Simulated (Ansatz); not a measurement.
Reaction (SMILES): CCCCCCO + 5 C (CH4) -> 5 CC (C2H6) [ethane] + CO (CH4O)
Each molecule is optimised on its own at B3LYP-D3(BJ)/def2-TZVP (Ansatz, a program for electronic structure), one conformer each, not searched for the lowest.
Geometry of the first species:
SMILES: CCCCCCO
```xyz
21

C      3.8070    -0.0284     0.1089
C      2.4584    -0.7376     0.0279
C      1.2737     0.2249     0.0534
C     -0.0804    -0.4745    -0.0274
C     -1.2626     0.4911     0.0037
C     -2.6062    -0.2167    -0.0872
O     -3.7154     0.6725     0.0000
H      3.9393     0.6608    -0.7287
H      3.8899     0.5535     1.0301
H      4.6351    -0.7391     0.0888
H      2.4142    -1.3380    -0.8867
H      2.3652    -1.4440     0.8592
H      1.3659     0.9328    -0.7781
H      1.3163     0.8260     0.9685
H     -0.1703    -1.1826     0.8037
H     -0.1221    -1.0745    -0.9433
H     -1.2404     1.0833     0.9231
H     -1.1743     1.2004    -0.8285
H     -2.7241    -0.9088     0.7487
H     -2.6565    -0.8093    -1.0105
H     -3.6542     1.3069    -0.7222
```
Charge 0, spin multiplicity 1.

Property: bond separation energy (electronic energy difference), in kJ/mol. Cores are frozen in the correlated levels unless marked. No spin-orbit coupling. Non-relativistic. CBS marks a two-point X^-3 extrapolation of the correlation energy; Hartree-Fock from the larger set. The bracket is a focal-point correction in the basis named.

RI-MP2/CBS(cc-pVTZ,cc-pVQZ)+[CCSD(T)-MP2]/cc-pVTZ (Ansatz) gives 58.0 kJ/mol.

Task: Another calculation gave 32.4 kJ/mol. Which level was it?
A) wB97X/def2-TZVPD (Ansatz)
B) B97M-V/def2-TZVPD (Ansatz)
C) BLYP/def2-TZVPD (Ansatz)

Result: C, BLYP/def2-TZVPD (Ansatz). The others give 58.3 (B97M-V), 45.8 (wB97X) kJ/mol.
